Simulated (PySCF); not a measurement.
WSCl4, SMILES [S]=[W]([Cl])([Cl])([Cl])[Cl], multiplicity 1.

Geometry optimised at B3LYP-D3(BJ)/def2-SVP. The multiplicity is an assumed one; no other spin state was optimised. The isomer is the one that the SMILES or the coordinates give; other isomers of the formula were not compared. The def2 effective core potentials stand for the cores of W; spin–orbit coupling is left out.

Two levels are set side by side: PBE/def2-TZVP (PySCF) and ωB97X/def2-TZVP (PySCF). Same geometry, gas phase. Differences are taken from unrounded values.

```csv
quantity,ωB97X,PBE,PBE minus ωB97X
orbital gap (eV),8.49,2.53,-5.97
highest occupied level (eV),-11.01,-7.38,3.63
lowest empty level (eV),-2.51,-4.86,-2.34
dipole moment (D),2.33,1.58,-0.75
mean polarisability (bohr³),117.9,123.2,5.3
```

PBE's occupied levels lie high since its potential decays too fast outside the molecule; exact exchange lowers them and widens the gap. PBE's more diffuse valence density responds more strongly to a field. Differences between two approximate levels are no errors against the true value.

Rough cost on one machine, each run with all the roots and properties that it gave: ωB97X against PBE within a factor of 2.
